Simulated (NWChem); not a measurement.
# Relativistic effects in HGeI

```
Ge
H 1 1.5993
I 1 2.5506 2 92.89
```
Charge 0, spin multiplicity 1.

All runs are NWChem calculations. Structure: optimised with PBE0/def2-SVP with def2 effective core potentials on I, a minimum by its harmonic frequencies.

Functional PBE, all-electron basis x2c-SVPall-2c, contracted for the X2C Hamiltonian and used here with ZORA. The ion keeps the geometry and has multiplicity 2 in the scalar run; the spin-orbit run starts from the same electron counts.

Costs are rough ratios of processor time within this set of runs, SCF included, with scalar ZORA as 1.

The structure started from a generated list of species. The stability of the SCF solutions was not checked.

```
Hamiltonian      ΔSCF ionisation energy (eV)  HOMO (eV)  LUMO (eV)  gap (eV)  relative cost
---------------  ---------------------------  ---------  ---------  --------  -------------
scalar ZORA                             8.79      -5.74      -3.86      1.88              1
spin-orbit ZORA                         8.75      -5.70      -3.83      1.86        under 3
```

From scalar ZORA to spin-orbit ZORA the ionisation energy drops by 0.04 eV.
